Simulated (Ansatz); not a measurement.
C$_{6}$H$_{18}$N$_{2}$O$_{2}$Ti (`CC[N](C)[Ti]([OH])([OH])[N](C)CC`). The species carries charge 0 and has multiplicity 1. Correlated methods include outer-core shells of Ti, which these sets cover unevenly. Scalar relativity is left out up to krypton.

```csv
atom,x (Å),y (Å),z (Å)
C1,0.694,1.341,-2.005
C2,1.037,-0.101,-2.322
N3,0.365,-1.064,-1.478
C4,0.809,-2.413,-1.741
Ti5,-0.978,-0.711,-0.195
O6,-2.186,0.569,-0.707
O7,-1.817,-2.271,0.214
N8,-0.076,-0.040,1.316
C9,1.332,0.006,1.606
C10,-0.917,0.593,2.315
C11,-0.849,2.113,2.304
H12,0.954,1.589,-0.972
H13,-0.371,1.537,-2.138
H14,1.252,2.009,-2.663
H15,2.124,-0.245,-2.219
H16,0.806,-0.311,-3.379
H17,1.883,-2.525,-1.531
H18,0.654,-2.685,-2.795
H19,0.263,-3.129,-1.126
H20,-3.104,0.436,-0.945
H21,-1.921,-2.734,1.045
H22,1.553,-0.455,2.580
H23,1.889,-0.536,0.841
H24,1.723,1.033,1.637
H25,-0.651,0.209,3.312
H26,-1.958,0.291,2.145
H27,-1.164,2.491,1.329
H28,-1.508,2.533,3.067
H29,0.162,2.471,2.505
```

(1) Give the diagnostics of a CCSD(T)/def2-TZVPP run (frozen core, Ansatz 0.2.0). (An estimate is asked.)

## Answers

(1) The calculation gave: T1 = 0.0208, largest single amplitude 0.045, largest double 0.014, (T) share of the correlation energy 4.5 %, 15 CCSD cycles. The RHF solution is stable towards an unrestricted one. T1 lies over the customary mark of 0.02 for closed shells; compounds of d metals often pass it without a breakdown.
